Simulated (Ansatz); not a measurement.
[CuBr3(NH3)]- (CuBr₃NH₃⁻), relaxed as a doublet with UKS PBE-D4/def2-SVPD in Ansatz, starting from the GFN2-xTB geometry. Force threshold 0.02 eV/Å.

The relaxation made no stability test and no search for a lower SCF solution. No other spin state of charge -1 was run.

Start:

Cartesian coordinates in Å:
```
Cu -0.427 -0.913 -0.343
Br -2.016 0.571 -1.336
Br -1.355 -2.925 -1.097
Br 1.396 -1.839 0.897
N 0.505 1.060 0.374
H 1.513 0.972 0.454
H 0.123 1.246 1.294
H 0.261 1.828 -0.243
```

Question: Estimate the energy that the relaxation releases and the steps that it takes.

Answer: 4.3 kcal/mol, in 13 steps; 62 s on 4 threads of Arm Neoverse V2 on a shared host. The force fell under the threshold at step 6, but the optimiser went on and released 0.028 eV more. No frequencies were taken in this run, so the end may be a saddle point.

Question: Does the start keep its bonding?

Answer: By distances, no bond broke or formed. The bond that changes most is Cu1–N5, from 2.30 to 2.07 Å (atoms count from 1).

Question: Predict the relaxed structure.

Answer: 
```xyz
8

Cu   -0.4261   -0.8059   -0.2222
Br   -2.4041    0.5984   -0.7102
Br   -0.8747   -2.6951   -1.5919
Br    1.0275   -1.8223    1.5031
N     0.5670    0.9639    0.1750
H     1.5798    0.8249    0.2560
H     0.2065    1.2420    1.0933
H     0.3241    1.6941   -0.5030
```
Bond lengths: 3 × Br–Cu 2.38 to 2.47 Å; 1 × Cu–N 2.07 Å; 3 × H–N 1.02 to 1.03 Å.
